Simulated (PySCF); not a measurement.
Gas-phase reaction: 2 WO₂F₂ + HF + 3 F = 2 WOF₄ + HO₂

Energies from PySCF (xtb for GFN2), thermal terms from the rigid-rotor harmonic-oscillator model, ideal gas at 1 bar. † marks an energy on the PBE0/def2-TZVP geometry and frequencies; other levels use their own. MP2 and CCSD(T) freeze the core. Open shells (unrestricted): F (multiplicity 2, electronic degeneracy 6), HO₂ (multiplicity 2); the rest are closed-shell singlets. GFN2 has no spin-polarisation term. Spin-orbit splitting is ignored; it lowers the true energy and changes the entropy of F. W: scalar-relativistic def2 core potential, no spin-orbit coupling. WO₂F₂: computed as isolated molecules; such fragments, hydroxides, amides, oligomers or adducts are transient or little studied in the gas. MP2 isn't extrapolated to the basis-set limit; its ΔH°(298 K) is -706.7 kJ in def2-SVP and -725.2 kJ in def2-TZVPP. CCSD(T) isn't extrapolated to the basis-set limit; its ΔH°(298 K) is -729.5 kJ in def2-SVP and -748.4 kJ in def2-TZVPP. The harmonic model lacks anharmonicity and excited electronic states, which grow with temperature; levels with a mode under 35 cm⁻¹ are left out. Soft modes under 120 cm⁻¹ make the harmonic entropy rough for WOF₄. Warning, large T1 diagnostic: WO₂F₂, WOF₄ (CCSD(T)/def2-SVP†, CCSD(T)/def2-TZVPP†). Warning, point group unlike the PBE0 one: WO₂F₂ (GFN2-xTB).

```csv
level,"ΔE electronic, kJ","ΔH°(298 K), kJ","ΔS°(298 K), J/K","ΔG°(800 K), kJ"
BLYP/def2-TZVP†,-847,-835,-387,-523
CCSD(T)/def2-SVP†,-742,-729,-387,-418
CCSD(T)/def2-TZVPP†,-760,-748,-387,-436
GFN2-xTB,-1361,-1351,-394,-1035
M06-2X/def2-TZVP†,-804,-792,-387,-480
MP2/def2-SVP†,-719,-707,-387,-395
MP2/def2-TZVPP†,-737,-725,-387,-413
PBE0/def2-QZVP†,-819,-807,-387,-495
PBE0/def2-TZVP,-812,-800,-387,-488
LDA/def2-TZVP†,-1126,-1114,-387,-802
```
ΔH° is lowest at GFN2-xTB and highest at MP2/def2-SVP†. No reference value is set beside these.
